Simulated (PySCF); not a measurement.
F2S, SMILES FSF. Geometry: PBE-D3(BJ)/def2-TZVP.

Computed equilibrium geometry at PBE-D3(BJ)/def2-TZVP (PySCF confirms it by a frequency run) as a Z-matrix, and its point group:
point group C2v.
```
S
F 1 1.6200
F 1 1.6200 2 99.39
```
